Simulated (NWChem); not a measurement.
Molecule: CH4CaN2O

```xyz
9

Ca     0.3051    -0.7207     0.0000
O      0.2962    -2.7259     0.0000
H      0.2837    -3.6825     0.0000
C      0.2255     1.9632     0.0000
N      0.2485     1.3084    -1.1503
N      0.2485     1.3084     1.1503
H      0.1861     3.0727     0.0000
H      0.2258     1.9219    -1.9565
H      0.2258     1.9219     1.9565
```
Atoms are numbered in this order, from 1.

Level: PBE0/def2-SVP (NWChem), optimised geometry, unscaled harmonic frequencies. 

**Question.** List the harmonic frequencies with IR intensities, and the thermochemistry.

**Answer.** 
| frequency (cm⁻¹) | IR intensity (km/mol) |
|---|---|
| 17 | 10.3 |
| 86 | 13.3 |
| 207 | 134.9 |
| 322 | 31.2 |
| 355 | 22.3 |
| 434 | 142.4 |
| 461 | 165.4 |
| 612 | 0.0 |
| 645 | 236.4 |
| 723 | 3.2 |
| 756 | 103.8 |
| 1048 | 0.5 |
| 1156 | 142.7 |
| 1165 | 1.7 |
| 1331 | 153.9 |
| 1440 | 62.2 |
| 1658 | 353.6 |
| 3022 | 88.8 |
| 3652 | 41.0 |
| 3655 | 6.2 |
| 4006 | 59.4 |

```yaml
zero_point_energy: 38.2 kcal/mol
thermal correction to the enthalpy at 298.15 K (with zero-point energy): 43.1 kcal/mol
heat capacity Cv: 22.2 cal/(mol K)
entropy at 298.15 K and 1 atm (symmetry number 1): 84.6 cal/(mol K)
dipole_moment: 1.98 D
```

Rigid rotor and harmonic oscillator; modes under 100 cm⁻¹ make the entropy uncertain.
